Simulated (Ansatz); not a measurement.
CH₄AlIO, SMILES [CH3][Al]([I])[OH].

Coordinates come from a PBE-D3(BJ)/def2-SVP optimisation. The structure was generated by enumeration; whether it is a known compound was not checked. The def2 effective core potentials stand for the cores of I; spin–orbit coupling is left out. One conformer was computed; it need not be the lowest.

Two levels are set side by side: PBE/def2-SVPD (Ansatz, a program for electronic structure) and PBE0/def2-SVPD (Ansatz). Energy differences of separate SCF runs at the same geometry; the states with an electron removed or added have multiplicity 2 and 2. Differences are taken from unrounded values.

| quantity | PBE0 |
|---|---|
| vertical ionisation energy (eV) | 9.83 |
| vertical singlet–triplet gap (eV) | 5.55 |

### Question
What does PBE give, and how far is it from PBE0? (The exact figures need the calculation; the answer reports its results.)

### Answer

| quantity | PBE | PBE minus PBE0 |
|---|---|---|
| vertical ionisation energy (eV) | 9.53 | -0.30 |
| vertical singlet–triplet gap (eV) | 5.13 | -0.42 |
